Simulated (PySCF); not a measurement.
Ta(S)(OH)2(OSiH3) (H5O3SSiTa), SMILES [S]=[Ta]([OH])([OH])[O][SiH3], multiplicity 1.

Geometry: B3LYP-D3(BJ)/def2-SVP. The multiplicity is an assumed one; other spin states were not compared. The def2 effective core potentials stand for the cores of Ta; spin–orbit coupling is left out. The values are those of a single conformer.

These are PySCF with TDA-PBE/def2-SVPD values and carry that method's errors.

Vertical excitations. 

**Question.** List the lowest excited states. (Estimate from the structure and the level; the computed values follow.)

**Answer.** 
| state | energy (eV) | λ (nm) | f | main pairs |
|---|---|---|---|---|
| S1 | 4.24 | 292 | 0.000 | HOMO→LUMO 90 % |
| S2 | 4.51 | 275 | 0.004 | HOMO→LUMO+1 50 %, HOMO−1→LUMO 49 % |
| S3 | 4.57 | 271 | 0.001 | HOMO−1→LUMO+1 90 % |
| S4 | 5.07 | 245 | 0.024 | HOMO→LUMO+2 87 % |
| S5 | 5.15 | 241 | 0.029 | HOMO→LUMO+3 30 %, HOMO−1→LUMO 19 %, HOMO→LUMO+1 18 %, HOMO−1→LUMO+4 9 % |
| S6 | 5.16 | 240 | 0.017 | HOMO−1→LUMO+2 99 % |
| S7 | 5.29 | 235 | 0.000 | HOMO−2→LUMO 85 % |
| S8 | 5.42 | 229 | 0.001 | HOMO−1→LUMO+3 52 %, HOMO→LUMO+4 45 % |
| S9 | 5.43 | 228 | 0.006 | HOMO−2→LUMO+1 50 %, HOMO−1→LUMO+4 23 %, HOMO→LUMO+3 17 % |
| S10 | 5.52 | 225 | 0.014 | HOMO→LUMO+3 46 %, HOMO−2→LUMO+1 23 % |
| T1 | 3.75 | 330 | 0 | HOMO−1→LUMO 67 %, HOMO→LUMO+1 31 % |
| T2 | 3.94 | 315 | 0 | HOMO→LUMO 81 %, HOMO−1→LUMO+1 18 % |
| T3 | 3.99 | 311 | 0 | HOMO→LUMO+1 67 %, HOMO−1→LUMO 31 % |
| T4 | 4.33 | 286 | 0 | HOMO−1→LUMO+1 81 %, HOMO→LUMO 19 % |
Triplets are in the Tamm–Dancoff approximation.
